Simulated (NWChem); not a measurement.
# Total energies of Ga

```xyz
1

Ga     0.0000     0.0000     0.0000
```
Charge 0, spin multiplicity 2.

The numbers come from NWChem runs, not from measurements.

Basis set: def2-QZVP (75 functions).

```
method   total energy (Ha)  relative cost
-------  -----------------  -------------
UHF            -1923.26358              1
UMP2           -1923.49279        under 3
UB2PLYP        -1924.50079        under 3
UPBE           -1924.56171        under 3
UB3LYP         -1924.90636        under 3
UBLYP          -1924.93492        under 3
```

Total energies of different functionals aren't comparable as a measure of quality: only differences taken within one method are. Costs are rough ratios of processor time within this set of runs, SCF included, with UHF as 1.

The Hamiltonian is non-relativistic. The correlated methods keep 9 core orbitals frozen. B3LYP has NWChem's definition, with VWN1-RPA local correlation. The stability of the SCF solutions was not checked. Open-shell Hartree-Fock references start from PBE0 orbitals; any time given for them includes that run.
